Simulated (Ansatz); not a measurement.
Ansatz (a quantum-chemistry and plane-wave program) input file for InFClBr, SMILES [F][In]([Cl])[Br], PBE0-D3(BJ)/def2-SVP. 

Ansatz 0.2 input:
```yaml
crystal:
  periodic: [false, false, false]
  atoms:
    - {symbol: In, position_ang: [0.23763739, 0.45459891, 0.00000000]}
    - {symbol: F, position_ang: [2.18644184, 0.77065450, -0.00000000]}
    - {symbol: Cl, position_ang: [-1.13146293, 2.28575528, -0.00000000]}
    - {symbol: Br, position_ang: [-0.34535254, -1.94483076, -0.00000000]}
basis:
  gaussian:
    orbitals: def2-SVP
hamiltonian:
  xc: pbe0
  dispersion: d3bj
relax: {f_tol: 0.002, max_steps: 200}
```

Log of the run:

```
WARN ansatz: RAYON_NUM_THREADS=1 ignored (pool sized by the plan → 1); use --threads N
Functional definition: PBE0
integrals: 0.04 GiB planned
998 factors; integrals over basis functions are off by at most 1.9e-4 eV
mean field: 0.45 GiB planned
mean field evaluation 1: about -90430.4138 eV, gradient 4.0e1 eV
mean field evaluation 2: about -90413.2138 eV, gradient 1.1e2 eV
mean field evaluation 4: about -90433.5332 eV, gradient 5.6e0 eV
mean field evaluation 8: about -90433.6329 eV, gradient 5.9e-2 eV
mean field evaluation 16: about -90433.6329 eV, gradient 3.4e-5 eV
mean field -90433.63287411 eV, -3323.3747100055 hartree, gradient 3.4e-5 eV, S^2 0.000000; 0 other end points of the search recorded, 0 dependent functions left out
the calculation of the forces begins
reference -90433.63290801 eV, -3323.3747112512 hartree; 41, 41 occupied and 49, 49 virtual orbitals, 998 factors
relax step   1: F+E_penalty+E_count = -90433.72297837 eV  Δ(F+E_penalty+E_count) = +0.000e0 eV  max|allowed force component| = 9.487e-1 eV/Å  Δτ_max = 0.0000 Å  (28 SCF iters, accepted)
these checks for a lower state are left out or cut short: starts, cluster_reference, orbital_swaps, neighbouring_geometries, increment
integrals: 0.04 GiB planned
998 factors; integrals over basis functions are off by at most 2.0e-4 eV
mean field: 0.45 GiB planned
mean field -90433.66248933 eV, -3323.3757983447 hartree, gradient 1.3e-5 eV, S^2 0.000000; 0 other end points of the search recorded, 0 dependent functions left out
the calculation of the forces begins
reference -90433.66252313 eV, -3323.3757995871 hartree; 41, 41 occupied and 49, 49 virtual orbitals, 998 factors
relax step   2: F+E_penalty+E_count = -90433.75345243 eV  Δ(F+E_penalty+E_count) = -3.047e-2 eV  max|allowed force component| = 2.245e-1 eV/Å  Δτ_max = 0.0616 Å  (32 SCF iters, accepted)
these checks for a lower state are left out or cut short: starts, cluster_reference, orbital_swaps, neighbouring_geometries, increment
integrals: 0.04 GiB planned
998 factors; integrals over basis functions are off by at most 2.0e-4 eV
mean field: 0.45 GiB planned
mean field evaluation 32: about -90433.6656 eV, gradient 1.1e-5 eV
mean field -90433.66556941 eV, -3323.3759115355 hartree, gradient 1.1e-5 eV, S^2 0.000000; 0 other end points of the search recorded, 0 dependent functions left out
the calculation of the forces begins
reference -90433.66560318 eV, -3323.3759127768 hartree; 41, 41 occupied and 49, 49 virtual orbitals, 998 factors
relax step   3: F+E_penalty+E_count = -90433.75651468 eV  Δ(F+E_penalty+E_count) = -3.062e-3 eV  max|allowed force component| = 1.063e-2 eV/Å  Δτ_max = 0.0262 Å  (33 SCF iters, accepted)
these checks for a lower state are left out or cut short: starts, cluster_reference, orbital_swaps, neighbouring_geometries, increment
integrals: 0.04 GiB planned
998 factors; integrals over basis functions are off by at most 2.1e-4 eV
mean field: 0.45 GiB planned
mean field -90433.66558243 eV, -3323.3759120140 hartree, gradient 1.4e-5 eV, S^2 0.000000; 0 other end points of the search recorded, 0 dependent functions left out
the calculation of the forces begins
reference -90433.66561620 eV, -3323.3759132552 hartree; 41, 41 occupied and 49, 49 virtual orbitals, 998 factors
relax step   4: F+E_penalty+E_count = -90433.75658271 eV  Δ(F+E_penalty+E_count) = -6.802e-5 eV  max|allowed force component| = 3.537e-3 eV/Å  Δτ_max = 0.0057 Å  (25 SCF iters, accepted)
these checks for a lower state are left out or cut short: starts, cluster_reference, orbital_swaps, neighbouring_geometries, increment
integrals: 0.04 GiB planned
998 factors; integrals over basis functions are off by at most 2.1e-4 eV
mean field: 0.45 GiB planned
mean field -90433.66558406 eV, -3323.3759120742 hartree, gradient 3.3e-5 eV, S^2 0.000000; 0 other end points of the search recorded, 0 dependent functions left out
the calculation of the forces begins
reference -90433.66561784 eV, -3323.3759133154 hartree; 41, 41 occupied and 49, 49 virtual orbitals, 998 factors
relax step   5: F+E_penalty+E_count = -90433.75658395 eV  Δ(F+E_penalty+E_count) = -1.242e-6 eV  max|allowed force component| = 4.782e-4 eV/Å  Δτ_max = 0.0008 Å  (21 SCF iters, accepted)
integrals: 0.04 GiB planned
998 factors; integrals over basis functions are off by at most 2.1e-4 eV
mean field: 0.45 GiB planned
mean field -90433.66558406 eV, -3323.3759120742 hartree, gradient 3.3e-5 eV, S^2 0.000000; 1 other end points of the search recorded, 0 dependent functions left out
the calculation of the forces begins
reference -90433.66561784 eV, -3323.3759133154 hartree; 41, 41 occupied and 49, 49 virtual orbitals, 998 factors
Total energy: -90433.75661772 eV, -3323.3792574995 hartree
Atom 0 at     0.307166     0.424512    -0.000000 Å, force    -0.000478     0.000169     0.000000 eV/Å
Atom 1 at     2.209018     0.821754     0.000000 Å, force     0.000390     0.000090     0.000000 eV/Å
Atom 2 at    -1.147468     2.228332     0.000000 Å, force     0.000131    -0.000185     0.000000 eV/Å
Atom 3 at    -0.421452    -1.908420     0.000000 Å, force    -0.000043    -0.000073    -0.000000 eV/Å
Dipole moment:    -0.194626    -0.136384    -0.000000 e Å
```

Self-consistency was reached.

Cost: around 18 core-seconds (rough).
